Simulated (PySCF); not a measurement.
The third ionisation energy along group 12

All values are computed (PySCF 2.14, energy differences of UHF-based or UKS calculations, no spin-orbit coupling). Values in eV. The last column holds reference values (NIST; (s) semi-empirical, (t) theoretical, else measured). Unmarked ones compare directly (S terms, centres of terms, or small fine structure); those marked * lie between the lowest fine-structure levels and include a spin-orbit shift.

| element | configurations | UHF | PBE | PBE0 | r2SCAN | CCSD (valence) | CCSD(T) (valence) | reference |
| --- | --- | --- | --- | --- | --- | --- | --- | --- |
| Zn (x2c-TZVPPall with one added diffuse shell each of s, p, d, f type, spin-free X2C) | [Ar] 3d10 → [Ar] 3d9 | 36.976 | 40.120 | 39.634 | 39.653 | 39.317 | 39.436 | 39.723 * |
| Cd (x2c-TZVPPall with one added diffuse shell each of s, p, d, f type, spin-free X2C) | [Kr] 4d10 → [Kr] 4d9 | 35.885 | 37.758 | 37.620 | 37.624 | 37.513 | 37.590 | 37.468 ± 0.006 * |
| Hg (x2c-TZVPPall with one added diffuse shell each of s, p, d, f type, spin-free X2C) | [Xe] 4f14 5d10 → [Xe] 4f14 5d9 | 33.524 | 35.272 | 35.155 | 35.112 | 34.984 | 35.055 | 34.49 ± 0.05 * |

"Valence" correlates the outer s and p shells and, in groups 3 to 12 and the f block, the outer d or f shell, open or full, or the next shell where the ion has no valence electron left; the wider scheme adds the next inner shell.
